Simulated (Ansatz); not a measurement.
A CCSD(T) single point on CH4F2OZr, SMILES `[CH3][Zr]([OH])([F])[F]`.

```yaml
crystal:
  periodic: [false, false, false]
  atoms:
    - {symbol: C, position_ang: [-1.397567, -0.041404, -0.198907]}
    - {symbol: Zr, position_ang: [0.794684, 0.251669, -0.296786]}
    - {symbol: O, position_ang: [1.494526, -0.551354, 1.283108]}
    - {symbol: F, position_ang: [1.389290, -0.614532, -1.889788]}
    - {symbol: F, position_ang: [1.089864, 2.135965, -0.359377]}
    - {symbol: H, position_ang: [-1.823809, 0.432692, 0.692159]}
    - {symbol: H, position_ang: [-1.656082, -1.105639, -0.165946]}
    - {symbol: H, position_ang: [-1.886609, 0.395463, -1.077634]}
    - {symbol: H, position_ang: [1.995702, -0.902859, 2.013161]}
basis:
  gaussian: {orbitals: def2-SVP}
correlation: {method: ccsd_t}
```

```sh
$ ansatz run in.yaml --threads 2 --pin off --events-out ev --progress --plain --max-ram 22528MiB --backend cpu
```

Output of Ansatz, abridged:

```
Functional definition: HF
1066 factors; integrals over basis functions are off by at most 1.2e-3 eV
mean field evaluation 1: about -9801.6532 eV, gradient 5.9e1 eV
mean field evaluation 2: about -9801.7385 eV, gradient 5.9e1 eV
mean field evaluation 4: about -9808.3420 eV, gradient 3.3e0 eV
mean field evaluation 8: about -9808.4156 eV, gradient 3.6e-1 eV
mean field -9808.41651862 eV, -360.4526586758 hartree, gradient 8.7e-6 eV, S^2 0.000000; 0 other end points of the search recorded, 0 dependent functions left out
4 core orbitals not correlated: weight in the atoms' cores, before any rotation towards them, 1.000 or more for the frozen orbitals, at most 0.000 for the correlated occupied ones
reference -9808.41651862 eV, -360.4526586758 hartree; 20, 20 occupied and 83, 83 virtual orbitals, 1066 factors
second order -26.07151251 eV of doubles, -0.00000000 eV of singles
cycle   1  -25.73337326 eV  change    3.4e-1 eV  update   1.6e-1
cycle   2  -26.39740004 eV  change   -6.6e-1 eV  update   6.1e-2
cycle   3  -26.59534210 eV  change   -2.0e-1 eV  update   2.9e-2
cycle   4  -26.59490406 eV  change    4.4e-4 eV  update   7.1e-3
cycle   5  -26.58441222 eV  change    1.0e-2 eV  update   2.5e-3
cycle   6  -26.58417593 eV  change    2.4e-4 eV  update   8.5e-4
cycle   7  -26.58436478 eV  change   -1.9e-4 eV  update   2.8e-4
cycle   8  -26.58425127 eV  change    1.1e-4 eV  update   1.1e-4
cycle   9  -26.58427618 eV  change   -2.5e-5 eV  update   3.2e-5
perturbative correction -0.69603137 eV, -0.0255786810 hartree
Total energy: -9835.69682617 eV, -361.4551914869 hartree
```

Hardware: 2 threads of an AMD EPYC 7R13 on a shared host. Wall time 15 s, peak host memory 0.67 GiB.

The correlation energy is -27.280 eV, 2.6 % of it from (T); the T1 diagnostic reads 0.0173.
